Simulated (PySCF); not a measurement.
Al(Me)2(Cl) anion (C₂H₆AlCl), SMILES [CH3][Al]([CH3])[Cl] (connectivity only; charge and spin as stated), charge -1, multiplicity 2. Atoms are numbered in the order given.

```xyz
10

Al     0.4504     0.5487     0.0000
C      1.2679    -0.2341     1.6730
H      2.3547    -0.0086     1.7460
H      0.7890     0.1333     2.6044
H      1.1581    -1.3438     1.6617
C      1.2679    -0.2341    -1.6730
H      1.1581    -1.3438    -1.6617
H      0.7890     0.1333    -2.6044
H      2.3547    -0.0086    -1.7460
Cl    -1.7455    -0.1109     0.0000
```
Charge -1, spin multiplicity 2.

Geometry optimised at PBE-D3(BJ)/def2-SVPD. The multiplicity is an assumed one; no other spin state was optimised. The isomer is the one that the SMILES or the coordinates give; other isomers of the formula were not compared.

All values below come from PBE-D3(BJ)/def2-SVPD (PySCF).

Frequencies are harmonic and unscaled.

```
mode  ν (cm⁻¹)  IR (km/mol)  moving atoms (share of kinetic energy)
----  --------  -----------  --------------------------------------
1          112          0.0                                  H 98 %
2          123          0.0                                  H 96 %
3          133          0.2                 C 43 %, H 36 %, Cl 15 %
4          136          0.1        C 38 %, Cl 24 %, H 23 %, Al 15 %
5          175          4.1         Al 38 %, H 30 %, C 23 %, Cl 9 %
6          340         65.3                        Al 45 %, Cl 45 %
7          516         28.2                 C 55 %, Al 26 %, H 19 %
8          522         12.9                          H 77 %, C 20 %
9          562          0.4                          H 67 %, C 25 %
10         607         48.3                 H 38 %, Al 34 %, C 29 %
11         629         52.6                  H 71 %, C 20 %, Al 9 %
12         669         47.4                          H 70 %, C 23 %
13        1103         25.9                          H 78 %, C 22 %
14        1105         10.7                          H 80 %, C 20 %
15        1355          2.3                                  H 95 %
16        1358          6.4                                  H 95 %
17        1361          0.4                                  H 95 %
18        1370          1.8                                  H 95 %
19        2905         73.7                                  H 97 %
20        2908         91.6                                  H 97 %
21        2993          0.1                           H 91 %, C 9 %
22        2995         77.2                           H 91 %, C 9 %
23        3024         13.8                           H 91 %, C 9 %
24        3024         36.5                           H 91 %, C 9 %
```
